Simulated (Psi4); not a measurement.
Conformational energy of SMILES O=Cc1ccc(C(=O)O)s1. Scanned: dihedral O1–C2–C3–S10 and dihedral S10–C6–C7–O8; all other coordinates were relaxed at GFN2-xTB. Points at φ and −φ are mirror images. Heavy atoms are numbered in the order of the SMILES O=Cc1ccc(C(=O)O)s1, hydrogens after them in the order of the atoms that carry them; the mirror image has the same energies with the sign of each dihedral reversed.

Level of theory: Psi4 with PBE-D3(BJ)/def2-SVP // GFN2-xTB.

Energy in kcal/mol above the lowest grid point; x is the dihedral O1–C2–C3–S10 (°), y the dihedral S10–C6–C7–O8 (°).

```csv
y \ x,-150,-120,-90,-60,-30,0,30,60,90,120,150,180
180,2.9,8.2,11.7,8.3,2.6,0.0,2.6,8.3,11.7,8.2,2.9,0.7
150,4.7,10.1,13.6,10.0,4.2,1.6,4.3,10.1,13.5,9.9,4.5,2.4
120,9.0,14.6,18.1,14.3,8.4,5.7,8.5,14.5,18.0,14.2,8.8,6.6
90,12.0,17.7,21.4,17.6,11.4,8.6,11.4,17.6,21.3,17.5,11.9,9.6
60,9.5,15.0,18.7,15.1,9.1,6.4,9.1,15.0,18.6,15.0,9.5,7.2
30,5.1,10.5,14.1,10.7,4.9,2.3,4.9,10.6,14.0,10.5,5.1,2.9
0,3.1,8.4,11.9,8.6,3.0,0.4,3.0,8.6,11.9,8.4,3.1,0.9
-30,5.1,10.5,14.0,10.6,4.9,2.3,4.9,10.7,14.1,10.5,5.1,2.9
-60,9.5,15.0,18.6,15.0,9.1,6.4,9.1,15.1,18.7,15.0,9.5,7.2
-90,11.9,17.5,21.3,17.6,11.4,8.6,11.4,17.6,21.4,17.7,12.0,9.6
-120,8.8,14.2,18.0,14.5,8.5,5.7,8.4,14.3,18.1,14.6,9.0,6.6
-150,4.5,9.9,13.5,10.1,4.3,1.6,4.2,10.0,13.6,10.1,4.7,2.4
```

Points that lie below all their neighbours on the grid: x = 0, y = 180 (0.0 kcal/mol); x = 0, y = 0 (0.4 kcal/mol); x = 180, y = 180 (0.7 kcal/mol); x = 180, y = 0 (0.9 kcal/mol). The lowest path on the grid from the first to the second passes x = 0, y = -90 at 8.6 kcal/mol.
